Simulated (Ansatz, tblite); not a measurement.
Spin states of the cluster Sb3⁺ (the lowest singlet isomer of a short search), each relaxed with PBE-D4/def2-SVP in Ansatz. Electronic energies in the gas phase.

In the def2 sets Sb takes a core potential; there is no spin–orbit coupling. The xTB rows come from tblite. Correlated methods freeze 12 core orbitals; core or outer-core shells of Sb are correlated, in sets that lack core-valence functions. The structure comes from a short search, and lower isomers may exist.

Singlet geometry (D3h within 0.1 Å):

```csv
atom,x (Å),y (Å),z (Å)
Sb1,1.501,-0.262,0.471
Sb2,-0.554,-0.696,-1.324
Sb3,-0.948,0.958,0.853
```

Triplet geometry (C2v within 0.1 Å):

Cartesian coordinates in Å:
```
Sb 0.1742 0.5209 -1.6771
Sb 1.0735 -0.8619 0.4770
Sb -1.2478 0.3409 1.2001
```

Quintet geometry (C2v within 0.1 Å):

Cartesian coordinates in Å:
```
Sb -1.466 0.537 0.378
Sb 1.325 1.227 -0.017
Sb 0.141 -1.764 -0.361
```

⟨S²⟩: triplet 2.20 at PBE0-D4/def2-TZVP (pure 2.00), quintet 6.03 at PBE0-D4/def2-TZVP (pure 6.00).

Run but left out: HF/STO-3G (singlet: restricted singlet, unstable in another Hartree–Fock run and untested here); HF/def2-TZVP (singlet: restricted singlet, unstable towards broken spin symmetry); BHLYP-D4/def2-TZVP, B2PLYP/def2-TZVP, MP2/def2-TZVP (triplet: ⟨S²⟩ 2.30 to 2.76, where a pure state has 2.00).

Only these spin states were relaxed.

```json
{"level": "GFN1-xTB", "triplet − singlet (kJ/mol)": "151.6", "quintet − singlet (kJ/mol)": "343.7", "lowest of these": "singlet", "remarks": "–"}
{"level": "GFN2-xTB", "triplet − singlet (kJ/mol)": "103.0", "quintet − singlet (kJ/mol)": "217.9", "lowest of these": "singlet", "remarks": "–"}
{"level": "LDA (SPW92)/def2-TZVP", "triplet − singlet (kJ/mol)": "143.1", "quintet − singlet (kJ/mol)": "317.1", "lowest of these": "singlet", "remarks": "–"}
{"level": "PBE-D4/def2-TZVP", "triplet − singlet (kJ/mol)": "124.9", "quintet − singlet (kJ/mol)": "267.6", "lowest of these": "singlet", "remarks": "–"}
{"level": "r2SCAN-D4/def2-TZVP", "triplet − singlet (kJ/mol)": "108.7", "quintet − singlet (kJ/mol)": "238.0", "lowest of these": "singlet", "remarks": "spin-contaminated (⟨S²⟩ 2.21) (triplet)"}
{"level": "B97M-V/def2-TZVP", "triplet − singlet (kJ/mol)": "127.0", "quintet − singlet (kJ/mol)": "264.2", "lowest of these": "singlet", "remarks": "–"}
{"level": "PBE0-D4/def2-TZVP", "triplet − singlet (kJ/mol)": "119.7", "quintet − singlet (kJ/mol)": "246.2", "lowest of these": "singlet", "remarks": "spin-contaminated (⟨S²⟩ 2.20) (triplet)"}
{"level": "CAM-B3LYP-D4/def2-TZVP", "triplet − singlet (kJ/mol)": "115.7", "quintet − singlet (kJ/mol)": "237.7", "lowest of these": "singlet", "remarks": "spin-contaminated (⟨S²⟩ 2.27) (triplet)"}
{"level": "RPA@PBE/def2-TZVP", "triplet − singlet (kJ/mol)": "125.8", "quintet − singlet (kJ/mol)": "256.8", "lowest of these": "singlet", "remarks": "–"}
```

Change of the quintet − singlet gap on mixing in exact exchange, in kJ/mol: PBE to PBE0 (25 % exact exchange) -21.5.

The xTB methods have no spin-polarisation term.
